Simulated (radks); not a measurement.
Valence configurations of Sc (all share [Ar]). Method: non-relativistic Kohn-Sham, PBEsol, spin-polarised, spherical densities, point nucleus; open shells are filled with parallel spins first; computed with a radial shooting solver on a logarithmic mesh with Libxc functionals. Energies are relative to 3d1 4s2; eigenvalues in eV for spin up.

[
 {"valence": "3d1 4s2", "E (eV)": "0.000", "moment (Bohr magnetons)": "1", "e(3d)": "-3.676", "e(4p)": "-", "e(4s)": "-4.280"},
 {"valence": "3d1.5 4s1.5", "E (eV)": "0.258", "moment (Bohr magnetons)": "2", "e(3d)": "-2.567", "e(4p)": "-", "e(4s)": "-4.081"},
 {"valence": "3d2 4s1", "E (eV)": "0.578", "moment (Bohr magnetons)": "3", "e(3d)": "-1.778", "e(4p)": "-", "e(4s)": "-3.904"},
 {"valence": "3d1 4s1.5 4p0.5", "E (eV)": "1.084", "moment (Bohr magnetons)": "2", "e(3d)": "-4.289", "e(4p)": "-2.024", "e(4s)": "-4.857"},
 {"valence": "3d2.5 4s0.5", "E (eV)": "1.719", "moment (Bohr magnetons)": "3", "e(3d)": "-1.284", "e(4p)": "-", "e(4s)": "-3.697"},
 {"valence": "3d1 4s1 4p1", "E (eV)": "1.875", "moment (Bohr magnetons)": "3", "e(3d)": "-4.775", "e(4p)": "-2.356", "e(4s)": "-5.294"},
 {"valence": "3d3", "E (eV)": "2.969", "moment (Bohr magnetons)": "3", "e(3d)": "-1.033", "e(4p)": "-", "e(4s)": "-"},
 {"valence": "3d1 4s0.5 4p1.5", "E (eV)": "3.350", "moment (Bohr magnetons)": "3", "e(3d)": "-5.266", "e(4p)": "-2.602", "e(4s)": "-5.560"},
 {"valence": "4s2 4p1", "E (eV)": "3.675", "moment (Bohr magnetons)": "1", "e(3d)": "-", "e(4p)": "-2.755", "e(4s)": "-6.028"},
 {"valence": "3d1 4p2", "E (eV)": "4.833", "moment (Bohr magnetons)": "3", "e(3d)": "-5.742", "e(4p)": "-2.826", "e(4s)": "-"}
]

NIST lists [Ar] 3d1 4s2 as the ground configuration; this level of theory agrees among the configurations tried. The energies are those of spherical high-spin densities, not of single terms.
